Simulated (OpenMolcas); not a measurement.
# S5+: effect of the level shift or regulariser

```
Program             : OpenMolcas
Basis               : ANO-R1 [4s3p1d]
Scalar Hamiltonian  : X2C, finite nucleus
Active space        : 1 electron in 4 orbitals (3s 3p)
State averaging     : 2S+1 = 2 even, 1 root; 2S+1 = 2 odd, 3 roots
Spin-orbit coupling : state interaction with AMFI integrals over the reference wave functions, term energies averaged over their components
```

Methods on the same reference wave functions:
A. CASSCF
B. SS-CASPT2, IPEA 0.25 Eh, imaginary shift 0.1 Eh (closed shells correlated: 2s 2p)
C. SS-CASPT2, IPEA 0.25 Eh, real shift 0.2 Eh (closed shells correlated: 2s 2p)

Energies in cm-1 above 3s 2S 1/2, the measured ground level; measured values from NIST levels in Podobedova, Kelleher and Wiese, J. Phys. Chem. Ref. Data 38, 171 (2009).

| Level | A | B | C | Measured |
| --- | --- | --- | --- | --- |
| 3s 2S 1/2 | 0.0 | 0.0 | 0.0 | 0.0 |
| 3p 2P* 1/2 | 95438 | 95559 | 95559 | 105874 |
| 3p 2P* 3/2 | 96532 | 96653 | 96652 | 107138 |

Deviations, from unrounded energies. A percentage is the sum of absolute deviations over the sum of measured energies, with the sign that they share, or ± where signs differ.

```tsv
Against measurement	Levels	A	B	C
mean absolute deviation (cm-1)	2	11000	10000	10000
other configurations (%)	2	-9.9	-9.8	-9.8
```

A, B, C lie about equally close to measurement. The largest miss of B in the table is 3p 2P* 3/2, by -10000 cm-1. The ranking rests on the paired levels alone, and a cruder setting can come out closer through cancelling errors.

Between B and C no level of the table moves by more than 5 cm-1.

The lowest spin-free term lies below A's lowest term by 0.008 hartree in B, 0.008 hartree in C.

The basis is small and was not contracted for so high a charge. With one active electron the reference holds no correlation, so core polarisation is missing (holds for A). With one active electron, CASPT2 adds the correlation within the correlated inactive shells and between them and that electron, and leaves the splitting within a term as the reference gives it (holds for B; C). Computed and measured levels are paired by configuration, term and J; levels that our copy of the source lacks, or whose pairing is in doubt (as where it misses far off the trend of its configuration), stay unpaired and out of the deviations. Levels of configurations outside the active space are missing.

* marks odd parity.
